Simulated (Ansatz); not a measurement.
Molecule: sum formula AlO2FH2 (charge 0, singlet). 
Geometry from a B3LYP-D3(BJ)/def2-TZVP (Ansatz, a quantum-chemistry and plane-wave program) optimisation:
```
Al
F 1 1.6426
O 1 1.6866 2 116.70
H 3 0.9568 1 125.62 2 -180.00
O 1 1.6866 2 116.70 3 -180.00
H 5 0.9568 1 125.62 2 180.00
```
Charge 0, spin multiplicity 1.

Basis-set convergence of Hartree-Fock and CCSD correlation energies (hartree) with Ansatz. Cores are frozen in the correlated levels unless marked. Spin-orbit coupling is left out. No relativistic terms.

```json
[
 {"basis": "cc-pV(D+d)Z", "functions": "75", "E(HF)": "-492.45386", "E(corr, CCSD)": "-0.63650"},
 {"basis": "cc-pV(T+d)Z", "functions": "157", "E(HF)": "-492.56350", "E(corr, CCSD)": "-0.81697"},
 {"basis": "cc-pV(Q+d)Z", "functions": "289", "E(HF)": "-492.59092", "E(corr, CCSD)": "-0.87985"},
 {"basis": "cc-pV(5+d)Z", "functions": "483", "E(HF)": "-492.59678", "E(corr, CCSD)": "-0.90264"}
]
```

Extrapolating the two largest sets (X = 4 and 5) as X^-3: E(corr) = (125·(-0.90264) - 64·(-0.87985))/61 = -0.9266 Eh, an estimate of the basis-set limit. The largest set recovers 97.4 % of it, the smallest 68.7 %.
